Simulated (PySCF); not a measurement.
**Ionisation energy of Zr(20+) by level of theory**

Zr(20+) [Ar] 3d2 (3F) → Zr(21+) [Ar] 3d1 (2D), as a difference of total energies. Calculation: PySCF 2.14, in an even-tempered Gaussian basis (17 s from 2.1 bohr⁻², ratio 2.5; 11 p from 2.7 bohr⁻², ratio 2.5; 8 d from 2.7 bohr⁻², ratio 2.5; 4 f from 9.4 bohr⁻², ratio 2.7; 3 g from 14 bohr⁻², ratio 2.7); no relativity, point nucleus. Correlated levels: outer shells: [Ne] frozen; virtual orbitals above 40 to 60 times the deepest correlated orbital energy dropped. The calculations carry no spin-orbit coupling.

```tsv
method	ionisation energy (eV)
UHF	864.88
LDA	865.10
PBE	865.33
PBE0	865.58
r2SCAN	866.43
B2PLYP	865.50
BHandHLYP	865.92
MP2 (outer shells)	864.90
SCS-MP2 (outer shells)	864.82
```

A first-order spin-orbit estimate (lowest level to lowest level, LS coupling) adds 0.588 eV.

All relativistic terms are absent from these numbers, so their closeness to the reference says little about the methods.

For comparison: 863 ± 4 eV (theoretical estimate listed by NIST; NIST Atomic Spectra Database, ionization energies).
